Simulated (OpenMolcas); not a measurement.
## C: CASPT2 settings compared

```yaml
Program: OpenMolcas 26.06
Basis: ANO-RCC-VDZ [3s2p]
Scalar_Hamiltonian: DKH3, point nucleus
Active_space: 4 electrons in 4 orbitals (2s 2p)
State_averaging: 2S+1 = 3 even, 3 roots; 2S+1 = 1 even, 6 roots; 2S+1 = 5 odd, 1 root; 2S+1 = 3 odd, 5 roots
Spin-orbit_coupling: RASSI with atomic mean-field integrals over the reference wave functions, term energies averaged over their components
```

Methods on the same reference wave functions:
A. CASSCF
B. SS-CASPT2, IPEA 0.75 Eh, imaginary shift 0.25 Eh (closed shells correlated: 1s)
C. SS-CASPT2, IPEA 0.4 Eh, real shift 0.5 Eh (closed shells correlated: 1s)
D. SS-CASPT2, IPEA 0.2 Eh, no level shift (closed shells correlated: 1s)

Energies in cm-1 above 2s2 2p2 3P0, the measured ground level; measured values from NIST Handbook of Basic Atomic Spectroscopic Data.

```tsv
Level	A	B	C	D	Measured
2s2 2p2 3P0	0.0	0.0	0.0	0.0	0.0
2s2 2p2 3P1	14.9	14.9	14.9	14.9	16.4
2s2 2p2 3P2	44.6	44.6	44.6	44.6	43.4
2s2 2p2 1D2	12923	12350	12440	12460	10193
2s2 2p2 1S0	21539	19820	19750	19460	21648
2s 2p3 5S* 2	23555	24570	24510	24440	33735
```

Deviations, from unrounded energies. A percentage is the sum of absolute deviations over the sum of measured energies, with the sign that they share, or ± where signs differ.

| Against measurement | Levels | A | B | C | D |
| --- | --- | --- | --- | --- | --- |
| mean absolute deviation (cm-1) | 5 | 2600 | 2600 | 2700 | 2800 |
| fine structure of the ground term (%) | 2 | ±4.4 | ±4.4 | ±4.4 | ±4.4 |
| other terms of the ground configuration (%) | 2 | ±8.9 | ±12.5 | ±13.0 | ±14.0 |
| other configurations (%) | 1 | -30.2 | -27.2 | -27.4 | -27.6 |

A, B, C lie about equally close to measurement and D furthest from it. The largest miss of A in the table is 2s 2p3 5S* 2, by -10000 cm-1. The ranking rests on the paired levels alone, and a cruder setting can come out closer through cancelling errors.

Among B to D the level of the table that moves most is 2s2 2p2 1S0, by 360 cm-1 (lowest in D, highest in B). Moves below CASPT2's spread within the term are not significant.

From A to B the spin-free energies of the other terms of 2s2 2p2 shown, above 3P, scale by factors of 0.92 to 0.96.

The lowest spin-free term lies below A's lowest term by 0.016 hartree in B, 0.016 hartree in C, 0.018 hartree in D.

CASPT2 breaks the degeneracy within a term, and the mean is taken; among the terms shown or strongly mixed into the levels shown the widest spread is 27 cm-1 (2s2 2p2 1D, B). Without dynamic correlation excited terms often stand tens of per cent too high (terms of higher spin than the ground term too low), and those without a measured partner can miss by more than the paired ones (holds for A). Some terms miss by over 15 % even with CASPT2, which points to a basis or an active space too small for the shells correlated (holds for B; C; D). Computed and measured levels are paired by configuration, term and J; levels that our copy of the source lacks, or whose pairing is in doubt (as where it misses far off the trend of its configuration), stay unpaired and out of the deviations. Only configurations of the active space appear. The table leaves out levels that lie high or whose names do not pair safely across all columns.

* marks odd parity.
